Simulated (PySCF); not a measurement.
# Xe: excitation energy

Xe [Xe] (1S) → Xe [Kr] 4d10 5s1 5p6 5d1 (3D), as a difference of total energies. All numbers are calculated (PySCF 2.14, scalar relativity through the core potential, in aug-cc-pVTZ-PP with ECP28MDF). Correlated levels: valence: 4s2 4p6 4d10 frozen. The calculations carry no spin-orbit coupling.

| method | excitation energy (eV) |
| --- | --- |
| UHF | 25.394 |
| MP2 (valence) | 23.755 |
| SCS-MP2 (valence) | 23.496 |
| CCSD (valence) | 22.281 |
| CCSD(T) (valence) | 21.491 |

Task: How much does correlation contribute at CCSD(T) (valence)?

Result: 21.491 − (25.394) = -3.903 eV, measured against UHF.

The upper state lies above the first ionisation limit, where it may autoionise and the basis confines it.

The promoted electron is Rydberg-like, and one or two diffuse shells describe it only roughly, which tends to raise the upper state.

The coupled-cluster amplitudes are large for the upper state (T1 above 0.03 or a double amplitude above 0.15), so a single reference is strained.
